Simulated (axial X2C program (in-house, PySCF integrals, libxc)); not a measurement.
Photoelectron levels of AsC⁻ by EOM-IP-CCSD

Calculated with an in-house all-electron X2C program for linear molecules (integrals from PySCF): two-component X2C with atomic mean-field Coulomb and Gaunt terms, Gaussian nuclei, basis As dyall-acv3z, C dyall-av3z with contracted cores.

R = 1.782 Å (1.045 times 1.705 Å, the PBE0 minimum at charge -1 for the lowest determinant).

Vertical detachment energies of AsC⁻ to the states of AsC:

```csv
Ω of AsC,vertical detachment energy (eV),above lowest (cm⁻¹),ionised spinor,one-hole weight
1/2,3.041,0,"54% C pσ, 20% As pσ, 13% C sσ",0.90
3/2,3.467,3434,"50% As pπ, 41% C pπ",0.95
1/2,3.550,4106,"53% As pπ, 36% C pπ",0.95
1/2,7.768,38124,"34% As pσ, 28% As sσ, 22% C sσ",0.70
```

**Question.** Take the first Ω = 1/2 and Ω = 3/2 rows of π character: how far apart are they, and which lies lower?

**Answer.** E(3/2) − E(1/2) = 3434 − 4106 = -672 cm⁻¹ at EOM-IP-CCSD: inverted, Ω = 3/2 lower. Splittings at this level can be off by ten to twenty per cent.

This point took 8.3 s on 1 thread of Intel(R) Xeon(R) Processor @ 2.30GHz, on a shared host.

Reference electrons by ω block (each with its −ω partner): 1/2: 14, 3/2: 5, 5/2: 1. 10 electrons of AsC⁻ correlated (inner shells frozen), 94 natural virtual spinors (a truncated set); levels can be off by some tenths of an eV. Roots sought by Ω: (1/2: 4, 3/2: 3, 5/2: 1); the list ends where they run out and leaves out roots under 60 % one-particle weight. The solver can skip a root, and states that need a further excitation, which the method places far too high, are missing though they may lie low or lowest. T1 of the reference 0.034 (Lee–Taylor). Number of frozen shells: As 3 s, 2 p, 1 d; C 1 s. Large amplitudes in the reference (orbital relaxation or multireference character) lower the reliability.
